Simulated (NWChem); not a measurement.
System: C₂H₆GeSi; SMILES [SiH2]1C=[CH][GeH2]1

Here is an NWChem input.

```
start job
memory heap 200 mb stack 900 mb global 1100 mb
geometry units angstroms
  C      1.099200     1.407473     0.000000
  C      1.542780     0.129245     0.000000
  Ge    -0.097762    -0.988386     0.000000
  Si    -0.789024     1.316028     0.000000
  H      1.768971     2.269881     0.000000
  H      2.597749    -0.149629     0.000000
  H     -0.278986    -1.883227     1.255148
  H     -0.278986    -1.883227    -1.255148
  H     -1.465851     1.885737    -1.200748
  H     -1.465851     1.885737     1.200748
end
basis spherical
  * library 3-21g
end
dft
  xc hfexch
  iterations 150
end
driver
  maxiter 120
end
task dft optimize
task dft freq
```

The level has its own optimisation; frequencies are unscaled. Brackets give each atom's bonded neighbours.

Task: Give the results of this calculation. (Hartree-Fock/3-21G.) Quantities: r C–C (Å); r C–Si (Å); r C–H [C(CHSi)–H(C)] (Å); r C–Ge (Å); highest harmonic frequency (cm⁻¹); lowest (cm⁻¹); zero-point energy (kcal/mol); dipole (D).

Result: 
```yaml
r C–C (Å): 1.337
r C–Si (Å): 1.925
r C–H [C(CHSi)–H(C)] (Å): 1.075
r C–Ge (Å): 1.969
highest harmonic frequency (cm⁻¹): 3355
lowest (cm⁻¹): 225
zero-point energy (kcal/mol): 42.9
dipole (D): 0.35
```
